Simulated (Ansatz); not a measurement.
Two isomers of C2H6ClNOSi: A = `N[SiH](C=O)CCl`, B = `NC(=O)[SiH2]CCl`.

Gas-phase electronic energies from Ansatz, PBE0-D4/def2-TZVP geometries. CCSD(T)/CBS adds triple-zeta CCSD(T) − MP2 to the extrapolated MP2 energy (def2 sets, frozen cores). Functionals use def2-TZVPP. B3LYP here is the variant with VWN-RPA as its local correlation; programs differ in this. Each species was taken in one conformer, which may not be the lowest.

(1) Which isomer does CCSD(T)/CBS put lower? Give the gap. (An estimate is asked.)

(2) Give E(B) − E(A) in kJ/mol with PBE0-D4, ωB97M-V, CCSD(T)/def2-TZVPP, B2PLYP, PBE-D4, MP2/def2-TZVPP, B3LYP. (Best estimate.)

Largest T1 diagnostic: 0.014.

## Answers

(1) Computed: A, by 16.4 kJ/mol.

(2) Computed: PBE0-D4 -1.7, ωB97M-V 10.4, CCSD(T)/def2-TZVPP 14.3, B2PLYP 6.9, PBE-D4 -7.8, MP2/def2-TZVPP 13.2, B3LYP 2.0. The order is the other way round with PBE0-D4, PBE-D4.

From PBE to PBE0 (25 % exact exchange), in def2-TZVPP and without D4, E(B) − E(A) moves by +6.3 kJ/mol.
